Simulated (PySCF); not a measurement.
C2H2F2, SMILES F/C=C/F.

Geometry optimised at TPSSh-D3(BJ)/def2-SVP.

These are PBE/def2-TZVPD (PySCF) values and carry that method's errors.

Isolated molecule, no solvent.

Question: Estimate the frontier levels, gap, dipole moment and polarisability. (The exact figures need the calculation; the answer reports its results.)

Answer: 
```json
{
  "highest_occupied_level": "-6.25 eV",
  "lowest_empty_level": "-0.99 eV",
  "orbital_gap": "5.26 eV",
  "dipole_moment": "0.00 D",
  "quadrupole, principal values (traceless, Buckingham form, about the centre of nuclear charge)": "-5.63, -0.27, 5.90 D·Å",
  "mean_static_polarisability": "29.6 bohr³ (4.38 Å³)",
  "polarisability_principal_values": "22.1, 28.4, 38.2 bohr³"
}
```
